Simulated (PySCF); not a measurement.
BiCl2H. Atoms are numbered in the order given.

```xyz
4

Bi    -0.0236    -0.4531     0.0000
H      1.7668    -0.6229     0.0000
Cl     0.0056     1.1244     1.8551
Cl     0.0056     1.1244    -1.8551
```

Geometry optimised at PBE0-D3(BJ)/def2-TZVP. The def2 effective core potentials stand for the cores of Bi; spin–orbit coupling is left out.

Computed with HF/def2-TZVPD (PySCF).

Symmetry labels are those of the subgroup Cs that the program uses (full group Cs).

Computed valence orbital energies around the gap with their symmetry:
| orbital | symmetry | energy (eV) |
|---|---|---|
| HOMO−7 | A' | -21.22 |
| HOMO−6 | A' | -13.87 |
| HOMO−5 | A" | -13.76 |
| HOMO−4 | A' | -13.15 |
| HOMO−3 | A" | -12.46 |
| HOMO−2 | A' | -12.16 |
| HOMO−1 | A" | -12.11 |
| HOMO | A' | -10.74 |
| LUMO | A' | 0.56 |
| LUMO+1 | A" | 0.80 |
| LUMO+2 | A' | 1.25 |
| LUMO+3 | A' | 2.10 |
